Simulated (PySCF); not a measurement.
Compound: BH6NOSi.
SMILES with atom numbers: `[NH2:1][BH:2][O:3][SiH3:4]` (hydrogens: H5, H6 on N1; H7 on B2; H8, H9, H10 on Si4)

Structure used (PBE0-D3(BJ)/def2-SVP), in Å, numbered top down from 1:
```
atom  x, y, z in Å
N1    -1.716   -0.082   -0.032
B2    -0.719   -1.060    0.087
O3     0.595   -0.757    0.332
Si4    1.562    0.576    0.526
H5    -2.680   -0.328   -0.208
H6    -1.555    0.913    0.058
H7    -1.023   -2.227   -0.029
H8     2.394    0.772   -0.696
H9     2.446    0.358    1.705
H10    0.745    1.812    0.753
```

Level of theory: PBE0-D3(BJ)/def2-SVP geometry optimisation, gas phase (PySCF).

Take the most abundant isotopes and a rigid rotor. The values belong to one conformer with, in the numbering `[NH2:1][BH:2][O:3][SiH3:4]`, N1–B2–O3–Si4 -2°.

Task: Give the principal moments of inertia and the rotational constants in MHz.

Result: Ia = 31.09, Ib = 156.92, Ic = 182.02 u·Å²; 505379 MHz·u·Å²/I gives A = 16255, B = 3221, C = 2777 MHz.

Task: Classify the top.

Result: A near-prolate asymmetric top; Ray's κ = -0.934.

Task: Is it planar, by Δ = Ic − Ia − Ib?

Result: Not planar: Δ = Ic − Ia − Ib = -5.99 u·Å². For a rigid frame Δ = −2 Σ m c², so Σ m c² = 3.00 u·Å² lies off the ab plane, practically all of it from hydrogen. The atom farthest from that plane is 1.35 Å away.

Task: Which lines would a microwave search look for?

Result: The dipole components are |μa| = 0.65 D, |μb| = 2.12 D, |μc| = 0.01 D. Intensities carry the squares of the components, which stand as 0.10 : 1.00 : 0.00 (a : b : c). Some lines, for components of 0.1 D or more:

| type | branch | J(Ka,Kc) | MHz | lower level (cm⁻¹) |
| --- | --- | --- | --- | --- |
| a | Q | 3(1,2) ← 3(1,3) | 2665 | 1.598 |
| a | R | 1(0,1) ← 0(0,0) | 5997 | 0.000 |
| a | R | 2(1,2) ← 1(1,1) | 11550 | 0.635 |
| b | R | 4(0,4) ← 3(1,3) | 11905 | 1.598 |
| b | Q | 4(1,3) ← 4(0,4) | 15614 | 1.995 |
| a | R | 3(2,2) ← 2(2,1) | 17991 | 2.369 |
| a | R | 3(1,2) ← 2(1,1) | 18651 | 1.065 |
| a | R | 4(1,4) ← 3(1,3) | 23079 | 1.598 |
| a | R | 4(0,4) ← 3(0,3) | 23877 | 1.198 |
| a | R | 4(2,2) ← 3(2,1) | 24091 | 2.971 |
| b | R | 4(1,4) ← 3(0,3) | 35051 | 1.198 |
| b | Q | 4(2,2) ← 4(1,3) | 37736 | 2.516 |
| b | Q | 3(2,2) ← 3(1,3) | 41107 | 1.598 |
| b | Q | 4(2,3) ← 4(1,4) | 42009 | 2.368 |
| b | R | 3(2,1) ← 2(1,2) | 58481 | 1.020 |
| b | R | 4(2,2) ← 3(1,3) | 65254 | 1.598 |
| b | Q | 4(3,1) ← 4(2,2) | 66152 | 3.774 |
| b | Q | 3(3,1) ← 3(2,2) | 66287 | 2.969 |
| b | R | 3(3,1) ← 2(2,0) | 84267 | 2.369 |
| b | R | 3(3,0) ← 2(2,1) | 84279 | 2.369 |
| b | R | 4(3,2) ← 3(2,1) | 90242 | 2.971 |
| b | R | 4(4,1) ← 3(3,0) | 116782 | 5.180 |

Whether it is a minimum is left open (no frequencies). Constants of a rigid frame at the computed geometry: no zero-point averaging, no centrifugal distortion. A rigid rotor knows nothing of internal rotation, which can split or shift real lines. Quadrupole hyperfine structure (11B, 14N) is left out.
